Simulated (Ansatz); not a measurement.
Relaxation of CH$_{9}$BOSi (13 atoms, charge 0, multiplicity 1), to a largest force component of 0.03 eV/Å in at most 50 steps.

Level of theory: Ansatz 0.2.0, RHF/6-31G*.

```xyz
13
Properties=species:S:1:pos:R:3
B 0.068 -0.325 -0.407
C -0.048 -0.161 2.402
H -0.984 -0.242 2.947
H 0.782 -0.181 3.103
H -0.032 0.782 1.870
H 1.069 0.312 -0.379
H -1.001 0.196 -0.502
O 0.169 -1.697 -0.391
Si -0.884 -2.939 -0.656
H -0.234 -4.181 -0.214
H -2.131 -2.733 0.103
H -1.206 -3.035 -2.092
H 0.050 -1.006 1.715
```

**Question.** Where does it end, and by what steps?

**Answer.** The run converged. The force dipped under the threshold on the way, but the program's further checks kept it going. After 27 steps the energy has fallen by 0.301 eV; H13 moved furthest, 1.04 Å.

| step | energy less start (eV) | largest force component (eV/Å) | accepted |
| --- | --- | --- | --- |
| 0 | 0.0000 | 1.103 | yes |
| 1 | -0.1821 | 0.616 | yes |
| 2 | -0.2549 | 0.235 | yes |
| 3 | -0.2740 | 0.111 | yes |
| 4 | -0.2698 | 0.518 | no |
| 5 | -0.2795 | 0.036 | yes |
| 6 | -0.2852 | 0.045 | yes |
| 7 | -0.2884 | 0.045 | yes |
| 8 | -0.2836 | 0.428 | no |
| 9 | -0.2902 | 0.020 | yes |
| 10 | -0.2912 | 0.058 | yes |
| 11 | -0.2915 | 0.051 | yes |
| 12 | -0.2923 | 0.042 | yes |
| 13 | -0.2932 | 0.096 | yes |
| 14 | -0.2940 | 0.068 | yes |
| 15 | -0.2957 | 0.046 | yes |
| 16 | -0.2969 | 0.116 | yes |
| 17 | -0.2979 | 0.069 | yes |
| 18 | -0.2987 | 0.062 | yes |
| 19 | -0.2977 | 0.197 | no |
| 20 | -0.2992 | 0.019 | yes |
| 21 | -0.2997 | 0.043 | yes |
| 22 | -0.3000 | 0.063 | yes |
| 23 | -0.3004 | 0.039 | yes |
| 24 | -0.3009 | 0.019 | yes |
| 25 | -0.3012 | 0.033 | yes |
| 26 | -0.3010 | 0.069 | no |
| 27 | -0.3014 | 0.013 | yes |

```xyz
13
Properties=species:S:1:pos:R:3
B -0.006 -0.358 -1.063
C 0.087 -0.133 3.022
H -0.877 -0.606 3.172
H 0.535 0.085 3.985
H -0.044 0.789 2.469
H 0.986 0.279 -1.228
H -1.064 0.179 -0.908
O 0.081 -1.699 -1.055
Si -0.976 -2.955 -0.878
H -0.520 -3.800 0.236
H -2.331 -2.446 -0.598
H -0.989 -3.743 -2.121
H 0.736 -0.801 2.466
```

Time of the run: 80 s on 1 thread of AMD EPYC 7R43 64-Core Processor (Zen 3), with other jobs on the host, peak memory 0.17 GiB.
